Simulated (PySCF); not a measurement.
# Continuum solvent and chemical shifts

Structure with atom numbers: `[CH3:1][CH2:2][CH:3]1[S:4][CH2:5][CH2:6][S:7]1`. Each H is labelled by its parent atom. Ha(C5), Ha(C6) are cis to C2 on the ring; Hb(C5), Hb(C6) are trans to C2 on the ring.

GIAO PBE0/pcSseg-1 in PySCF 2.14 on one PBE0-D3(BJ)/def2-SVP conformer, non-relativistic, equivalent nuclei averaged. Solvents enter as an IEF-PCM continuum (benzene with ε = 2.3, methanol with ε = 32.6) around the gas-phase geometry. Shifts are referred to TMS, CS2 computed in the same medium.

In benzene, δ in ppm: C3 63.8, C5/C6 42.4, C2 38.1, C1 16.2, S4/S7 61.3, H(C3) 4.06, Ha(C5)/Ha(C6) 2.92, Hb(C5)/Hb(C6) 2.87, H(C2) 1.34, H(C1) 1.06. Dipole moment 1.46 D.

Task: How does each δ change in the more polar medium?

Result: 
| atoms | environment | Δδ, methanol |
| --- | --- | --- |
| C3 | sp3 CH bonded to 2 S | +0.5 |
| C5/C6 | sp3 CH2 bonded to S | +0.6 |
| C2 | sp3 CH2 | +0.3 |
| C1 | methyl carbon | +0.3 |
| S4/S7 | sulfide sulfur | -8.3 |
| H(C3) | hydrogen on an sp3 CH bonded to 2 S | +0.12 |
| Ha(C5)/Ha(C6) | hydrogen on an sp3 CH2 bonded to S | +0.13 |
| Hb(C5)/Hb(C6) | hydrogen on an sp3 CH2 bonded to S | +0.10 |
| H(C2) | hydrogen on an sp3 CH2 | +0.03 |
| H(C1) | hydrogen on a methyl carbon | -0.01 |

Changes are relative to benzene. The dipole moment becomes 1.72 D in methanol.

Task: Which of the listed nuclei move most (in ppm), and what does the model miss?

Result: S4/S7 (sulfide sulfur, -8.3 ppm) in methanol. A continuum only polarises the solute; specific hydrogen bonds, the anisotropy of aromatic solvents and changes of geometry or conformer are outside it.
